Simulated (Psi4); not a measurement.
Intermolecular potential of Cl2 ··· Cl2 (SMILES ClCl and ClCl), singlet. Monomers: optimised at B3LYP-D3(BJ) (def2-TZVP), held rigid. Orientation: a higher rigid-body minimum at GFN2-xTB (searched outside a hard wall at short contacts). The monomers approach along the line of their centres of mass (distance R); nothing else relaxes. The shortest distances reach bonding range, where SAPT0 and rigid monomers are unreliable.

Geometry at R = 4.14 Å (first 2 atoms: monomer A):
```
4

Cl     1.0067     0.0000     0.0000
Cl    -1.0067     0.0000     0.0000
Cl    -3.7174     0.3303     0.1464
Cl    -4.1047     1.9250     1.3131
```

Computed with SAPT0/jun-cc-pVDZ, frozen core (Psi4).

Components in kJ/mol:

```
R / Å  electrostatics  exchange  induction  dispersion  total
-----  --------------  --------  ---------  ----------  -----
3.74          -119.98    308.48     -68.90      -33.33  86.26
3.97           -56.41    145.61     -30.65      -20.33  38.22
4.14           -32.43     82.80     -16.97      -14.41  18.99
4.31           -18.78     46.76      -9.48      -10.36   8.14
4.56            -8.53     19.96      -4.08       -6.51   0.84
4.81            -3.92      8.43      -1.76       -4.19  -1.44
5.14            -1.42      2.68      -0.58       -2.43  -1.75
5.67            -0.29      0.43      -0.10       -1.12  -1.08
6.34            -0.04      0.04      -0.02       -0.48  -0.50
7.32             0.01      0.00       0.00       -0.17  -0.17
8.61             0.01      0.00       0.00       -0.06  -0.05
```
